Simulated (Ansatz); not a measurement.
Tuning the range parameter of LC-ωPBE so that −HOMO meets the ionisation energy; basis def2-SVP, Ansatz. System: GeEt2Me2 (C₆H₁₆Ge). Charge 0, multiplicity 1. Geometry: r2SCAN-D4/def2-SVP. The ionised state is a doublet.

Geometry of the singlet:

```csv
atom,x (Å),y (Å),z (Å)
Ge1,0.1010,-0.0267,-0.4132
C2,1.4570,-1.3697,0.0679
C3,2.1025,-1.1447,1.4355
H4,2.2255,-1.3698,-0.7263
H5,0.9772,-2.3644,0.0248
H6,2.8586,-1.9136,1.6695
H7,2.6085,-0.1661,1.4890
H8,1.3559,-1.1678,2.2471
C9,-1.3910,-0.0992,0.8699
C10,-2.5196,0.8856,0.5624
H11,-0.9831,0.0877,1.8796
H12,-1.7747,-1.1356,0.8837
H13,-3.3379,0.8233,1.3001
H14,-2.1605,1.9285,0.5645
H15,-2.9632,0.6979,-0.4298
C16,-0.5672,-0.3916,-2.2195
H17,-1.2959,0.3718,-2.5348
H18,-1.0600,-1.3759,-2.2641
H19,0.2612,-0.3905,-2.9457
C20,0.9057,1.7618,-0.3697
H21,0.1892,2.5223,-0.7183
H22,1.7914,1.8051,-1.0237
H23,1.2195,2.0315,0.6513
```

```
ω (1/bohr)  HOMO (eV)  LUMO (eV)  vertical IE (eV)  HOMO + IE (eV)
       0.1      -7.63       1.98              8.90            1.26
      0.15      -8.24       2.50              9.02            0.78
       0.2      -8.75       2.89              9.16            0.41
       0.3      -9.55       3.38              9.44           -0.11
```

Problem. Where does the tuning condition hold?

Solution. Near ω = 0.28 bohr⁻¹, by linear interpolation.
